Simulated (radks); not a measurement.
Valence configurations of Mo (all share [Kr]). All-electron calculation, scalar-relativistic Kohn-Sham, PBE, spin-polarised, spherical densities, point nucleus; open shells are filled with parallel spins first (spin-orbit coupling, left out, can overturn this in heavy ions). Program: a radial shooting solver on a logarithmic mesh with Libxc functionals. Energies are relative to 4d5 5s1; eigenvalues in eV for spin up.

[
 {"valence": "4d5 5s1", "E (eV)": "0.000", "moment (Bohr magnetons)": "6", "e(4d)": "-4.571", "e(5p)": "-", "e(5s)": "-4.613"},
 {"valence": "4d6", "E (eV)": "3.182", "moment (Bohr magnetons)": "4", "e(4d)": "-3.067", "e(5p)": "-", "e(5s)": "-"},
 {"valence": "4d4 5s1 5p1", "E (eV)": "4.276", "moment (Bohr magnetons)": "6", "e(4d)": "-7.737", "e(5p)": "-2.434", "e(5s)": "-6.330"},
 {"valence": "4d3 5s1 5p2", "E (eV)": "10.642", "moment (Bohr magnetons)": "6", "e(4d)": "-10.923", "e(5p)": "-3.480", "e(5s)": "-7.901"},
 {"valence": "4d4 5s2", "E (eV)": "2.266", "moment (Bohr magnetons)": "4", "e(4d)": "-6.584", "e(5p)": "-", "e(5s)": "-5.304"},
 {"valence": "4d4.5 5s1 5p0.5", "E (eV)": "1.882", "moment (Bohr magnetons)": "6", "e(4d)": "-6.155", "e(5p)": "-1.885", "e(5s)": "-5.496"},
 {"valence": "4d4 5p2", "E (eV)": "8.230", "moment (Bohr magnetons)": "6", "e(4d)": "-8.827", "e(5p)": "-3.000", "e(5s)": "-"},
 {"valence": "4d5.5 5s0.5", "E (eV)": "1.633", "moment (Bohr magnetons)": "5", "e(4d)": "-3.743", "e(5p)": "-", "e(5s)": "-4.228"},
 {"valence": "4d5 5p1", "E (eV)": "3.401", "moment (Bohr magnetons)": "6", "e(4d)": "-5.832", "e(5p)": "-1.978", "e(5s)": "-"},
 {"valence": "4d4.5 5s1.5", "E (eV)": "1.114", "moment (Bohr magnetons)": "5", "e(4d)": "-5.568", "e(5p)": "-", "e(5s)": "-4.988"}
]

NIST lists [Kr] 4d5 5s1 as the ground configuration; this level of theory agrees among the configurations tried. The energies are those of spherical high-spin densities, not of single terms.
